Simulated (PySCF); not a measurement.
## How exact exchange moves a shielding

Molecule: SMILES C1CN[SiH2]C1, C$_{3}$H$_{9}$NSi.

Geometry:
```csv
atom,x (Å),y (Å),z (Å)
C1,-0.300,-1.136,0.370
C2,1.147,-0.648,0.283
N3,1.098,0.803,0.330
Si4,-0.391,1.468,-0.267
C5,-1.182,-0.234,-0.507
H6,-0.375,-2.198,0.087
H7,-0.631,-1.057,1.419
H8,1.739,-1.056,1.121
H9,1.615,-1.029,-0.650
H10,1.982,1.286,0.412
H11,-0.274,2.250,-1.543
H12,-1.089,2.363,0.713
H13,-2.247,-0.300,-0.242
H14,-1.092,-0.512,-1.571
```

GIAO shieldings (ppm, equivalent atoms averaged) in PySCF on the PBE0-D3(BJ)/def2-SVP geometry, basis pcSseg-1, gas phase, non-relativistic:

| functional | exact exchange (%) | σ(C2) | σ(N3) | σ(Si4) |
| --- | --- | --- | --- | --- |
| BLYP | 0 | 123.2 | 230.2 | 353.8 |
| BP86 | 0 | 128.8 | 235.3 | 359.8 |
| PBE | 0 | 129.0 | 235.2 | 360.8 |
| B3LYP | 20 | 129.5 | 237.4 | 365.6 |
| PBE0 | 25 | 136.0 | 242.7 | 375.3 |
| BHandHLYP | 50 | 137.4 | 246.0 | 384.4 |
| HF | 100 | 149.0 | 257.6 | 418.7 |

(1) Fit each shielding as a line in the percentage of exact exchange.

(2) What does the line predict for mPW1PW91 (25 %), and what does the run give?

Results:

(1) σ(C2) = 127.2 + 0.22 x (rms 2.3 ppm); σ(N3) = 233.9 + 0.24 x (rms 2.0 ppm); σ(Si4) = 357.4 + 0.60 x (rms 3.0 ppm). The functionals also differ in their semilocal parts, which the line can't hold; Hartree–Fock has no correlation at all.

(2) σ(C2): 132.7 predicted, 135.3 computed; σ(N3): 239.9 predicted, 242.3 computed; σ(Si4): 372.4 predicted, 374.1 computed ppm.
